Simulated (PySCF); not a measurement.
C₅H₁₄P₂S.
SMILES with atom numbers: `[CH3:1][C:2]([CH3:3])([CH3:4])[P@:5]([CH3:6])([PH2:7])=[S:8]` (hydrogens: H9, H10, H11 on C1; H12, H13, H14 on C3; H15, H16, H17 on C4; H18, H19, H20 on C6; H21, H22 on P7)

Structure used (PBE0-D3(BJ)/def2-SVP), in Å, numbered top down from 1:
```xyz
22
C5H14P2S angstrom
C      1.4449   -1.1963    0.6453
C      0.7488    0.0682    0.1408
C      0.5155    1.0544    1.2837
C      1.5795    0.7109   -0.9701
P     -0.8807   -0.4733   -0.6162
C     -1.8547    1.0462   -0.8970
P     -1.9764   -1.4003    1.0980
S     -0.6866   -1.5763   -2.2181
H      0.9086   -1.6500    1.4941
H      2.4599   -0.9462    0.9938
H      1.5255   -1.9448   -0.1576
H      1.4769    1.2739    1.7761
H      0.1067    2.0109    0.9253
H     -0.1643    0.6506    2.0504
H      1.1214    1.6405   -1.3422
H      2.5777    0.9658   -0.5780
H      1.6972    0.0230   -1.8199
H     -2.7956    0.7490   -1.3802
H     -2.0653    1.5876    0.0363
H     -1.3005    1.6920   -1.5932
H     -3.1228   -1.6078    0.2731
H     -1.4429   -2.6895    0.8060
```

Computed with PySCF at PBE0/pcSseg-1, non-relativistic, on one gas-phase PBE0-D3(BJ)/def2-SVP geometry that isn't relaxed in the solvent. The solvent is an IEF-PCM continuum (van der Waals radii × 1.2). The model holds no explicit solvent molecules, cavitation or dispersion.

Gas phase at PBE0/pcSseg-1: HOMO -6.21 eV, LUMO -0.42 eV, dipole 3.76 D.

Q: What does the continuum do to the energy, the frontier levels and the dipole at PBE0/pcSseg-1 in cyclohexane and acetone?

A: 
```tsv
solvent	ε	E(solvent) − E(gas) (kcal/mol)	polarisation term (kcal/mol)	distortion of the solute (kcal/mol)	HOMO (eV)	LUMO (eV)	dipole (D)
cyclohexane	2.017	-3.21	-3.53	0.32	-6.30	-0.35	4.47
acetone	20.49	-8.01	-10.17	2.16	-6.50	-0.32	5.70
```

The first energy column is the sum of the next two and covers electrostatics alone. From cyclohexane to acetone the lowering changes by a factor 2.50, Onsager's factor (ε − 1)/(2ε + 1) by 2.30 and ε itself by 10.2.

Q: Which radius a makes the point-dipole formula ΔE = −[(ε − 1)/(2ε + 1)]·μ²/a³ give the value in acetone, with the gas-phase dipole?

A: μ = 1.479 au and |ΔE| = 0.01277 Eh give a = 2.28 Å; the farthest nucleus lies 3.52 Å from the centroid of the nuclei, so such a sphere wouldn't even hold the nuclei. The formula assumes a rigid point dipole at the centre of a sphere.

Q: Give the dipole vector in the frame of the coordinates (D, pointing from negative to positive charge), gas and acetone.

A: Gas (0.20, 2.57, 2.73), solvent (-0.06, 3.75, 4.29). Its length changes by +52 % and its direction by 4°.

Q: Which Mulliken charges (PBE0/pcSseg-1) respond most in acetone (means over atoms taken as equivalent)?

A: 
| atoms | environment | gas (e) | solvent (e) | change |
| --- | --- | --- | --- | --- |
| S8 | sulfur bonded to P | -0.345 | -0.492 | -0.147 |
| P5 | phosphorus bonded to 2 C, P and S | +0.164 | +0.216 | +0.052 |
| H18/H19/H20 | methyl hydrogen | +0.167 | +0.180 | +0.013 |
| H21/H22 | P–H hydrogen | +0.085 | +0.097 | +0.012 |
| P7 | three-coordinate phosphorus | -0.026 | -0.018 | +0.008 |
| C1/C3/C4 | methyl carbon | -0.162 | -0.168 | -0.006 |
| H9 (×9) | methyl hydrogen | +0.129 | +0.134 | +0.005 |
| C6 | sp3 carbon bound to phosphorus | -0.421 | -0.423 | -0.002 |

Q: Which Mayer bond orders change most in acetone?

A: 
| bond | length (Å) | gas | solvent | change |
| --- | --- | --- | --- | --- |
| P5–S8 | 1.955 | 1.626 | 1.499 | -0.127 |
| P5–C6 | 1.827 | 0.909 | 0.938 | +0.029 |
| P5–P7 | 2.236 | 0.894 | 0.922 | +0.028 |
| C2–P5 | 1.877 | 0.799 | 0.815 | +0.016 |
| C6–H20 | 1.100 | 0.940 | 0.934 | -0.006 |
| C2–C3 | 1.527 | 0.980 | 0.985 | +0.005 |
| C6–H18 | 1.099 | 0.946 | 0.941 | -0.005 |
| C6–H19 | 1.099 | 0.927 | 0.922 | -0.005 |

Q: How do the nuclear quadrupole coupling constants eQVzz/h respond in acetone?

A: 
```csv
nucleus,Q (barn),gas (MHz),solvent (MHz),η gas,η solvent
33S at S8,-0.06781,-37.31,-35.92,0.05,0.04
```
